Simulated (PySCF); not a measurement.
CHF₂, charge -1, singlet, geometry from GFN2-xTB, with bond 3-1 at 1.3 times its length. Base run: HF/3-21G in PySCF.

Here is a job for PySCF.
```python
from pyscf import gto, scf

mol = gto.Mole()
mol.atom = '''
    C    -0.122049   -0.004221    0.645091
    F    -0.023478    1.132899   -0.272100
    F     0.040698   -1.468703   -0.559967
    H     0.915325    0.005947    1.115243
'''
mol.basis = '3-21g'
mol.charge = -1
mol.spin = 0
mol.verbose = 4
mol.build()

mf = scf.RHF(mol)
mf.kernel()
```

Variants of this job, named by their change:

```json
[
 {"change": "base", "ΔE vs base (mEh)": "0.000", "SCF cycles": "11", "outcome": "converged"},
 {"change": "level_shift = 0.1 (with mf.max_cycle = 100)", "ΔE vs base (mEh)": "0.000", "SCF cycles": "12", "outcome": "converged"},
 {"change": "solver = newton", "ΔE vs base (mEh)": "0.000", "SCF cycles": "-", "outcome": "converged"},
 {"change": "conv_tol_grad = 1e-3", "ΔE vs base (mEh)": "0.000", "SCF cycles": "11", "outcome": "converged"},
 {"change": "conv_tol = 1e-11", "ΔE vs base (mEh)": "0.000", "SCF cycles": "13", "outcome": "converged"},
 {"change": "diis = off; damp = 0.6 (with mf.diis_start_cycle = 200; with mf.max_cycle = 150)", "ΔE vs base (mEh)": "0.000", "SCF cycles": "49", "outcome": "converged"},
 {"change": "diis_space = 20", "ΔE vs base (mEh)": "0.000", "SCF cycles": "11", "outcome": "converged"},
 {"change": "solver = newton; init_guess = 1e", "ΔE vs base (mEh)": "0.000", "SCF cycles": "-", "outcome": "converged"},
 {"change": "conv_tol_grad = 1e-7", "ΔE vs base (mEh)": "0.000", "SCF cycles": "15", "outcome": "converged"},
 {"change": "DIIS = EDIIS", "ΔE vs base (mEh)": "-", "SCF cycles": "50", "outcome": "not converged"},
 {"change": "level_shift = 1.0 (with mf.max_cycle = 100)", "ΔE vs base (mEh)": "0.000", "SCF cycles": "25", "outcome": "converged"},
 {"change": "init_guess = atom", "ΔE vs base (mEh)": "0.000", "SCF cycles": "11", "outcome": "converged"},
 {"change": "DIIS = ADIIS", "ΔE vs base (mEh)": "0.000", "SCF cycles": "21", "outcome": "converged"}
]
```
